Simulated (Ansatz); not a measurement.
Born–Oppenheimer molecular dynamics of CH$_{6}$O$_{3}$Si (11 atoms, charge 0, multiplicity 1). It starts from a relaxed structure.

Computed with RKS PBE/STO-3G (Ansatz).

```json
{
  "ensemble": "NVE (velocity Verlet)",
  "time step": "0.5 fs",
  "steps asked": "150",
  "starting velocities drawn for": "100 K",
  "masses": "H 2.014 u",
  "seed": "974358"
}
```

First frame:

```xyz
11
Properties=species:S:1:pos:R:3
Si -0.173 -0.255 -0.021
O 0.180 -0.549 1.654
C -1.054 -0.443 2.444
H -1.829 -1.208 2.174
H -0.780 -0.613 3.511
H -1.544 0.562 2.379
O 1.307 -0.502 -0.855
H 1.958 0.143 -0.376
O -0.752 1.375 -0.066
H -1.254 1.411 -0.970
H -1.114 -1.198 -0.642
```

Problem. How far do the bonds stretch over the last three quarters of this one trajectory? (Pairs bonded in most of those frames.)

Solution. 
```csv
bond,mean (Å),spread (Å),shortest,longest
Si1–O2,1.733,0.009,1.72,1.75
Si1–O7,1.722,0.014,1.70,1.74
Si1–O9,1.732,0.011,1.72,1.75
Si1–H11,1.471,0.021,1.44,1.50
O2–C3,1.468,0.008,1.45,1.48
C3–H4,1.122,0.013,1.10,1.14
C3–H5,1.115,0.011,1.09,1.14
C3–H6,1.122,0.015,1.10,1.15
O7–H8,1.035,0.006,1.02,1.04
O9–H10,1.038,0.023,1.00,1.07
```

Mean temperature of the second half: 45 K. The conserved energy stayed within 0.061 meV per atom of its start (net change 0.022 meV per atom), so the integration is sound. Over the second half the temperature averaged 0.45 of the 100 K drawn at the start: a run that starts near a minimum puts about half its kinetic energy into the potential. A run of 0.075 ps of so small a system gives no equilibrium averages. Limits of this set-up: minimal basis.

Run time: 5.1 min on 1 thread of Arm Neoverse V1, on a shared host, peak memory 0.088 GiB.
